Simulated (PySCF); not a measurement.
Species: C6H16N2.
SMILES: `CNN(C)C(C)(C)C`

Torsions of this conformer, `[CH3:1][NH:2][N:3]([CH3:4])[C:5]([CH3:6])([CH3:7])[CH3:8]`: C1–N2–N3–C4 87°, N2–N3–C5–C6 -60°.

The closed-shell ground state was solved at several levels (PySCF, density fitting, gas phase, non-relativistic). Geometry: PBE0-D3(BJ)/def2-SVP, one conformer, isolated molecule.

```tsv
level	basis functions	total energy (Eh)	HOMO (eV)	LUMO (eV)	gap (eV)	dipole (D)
PBE0/pcSseg-1	216	-347.2696	-6.13	1.35	7.48	1.17
PBE0/def2-SVPD	288	-347.0875	-6.19	0.65	6.84	1.09
```

Question: What might HF/pcSseg-1 (216 basis functions) give for the same quantities?

Answer: Total energy -345.3082 Eh, HOMO -9.58 eV, LUMO 4.27 eV, gap 13.85 eV, dipole 1.27 D.

Question: Over all these levels, which gives the widest orbital gap and which the narrowest?

Answer: HF/pcSseg-1 (Hartree–Fock, all exact exchange) has the widest, 13.85 eV, and PBE0/def2-SVPD (global hybrid, 25 % exact exchange) the narrowest, 6.84 eV. Functional and basis both differ between the two, so the spread mixes both effects. The HOMO need not be the same orbital at Hartree–Fock and at DFT levels.

Question: How far do the dipole and the HOMO energy spread over the levels?

Answer: The dipole runs from 1.09 to 1.27 D (mean 1.18 D) and the HOMO from -9.58 to -6.13 eV.
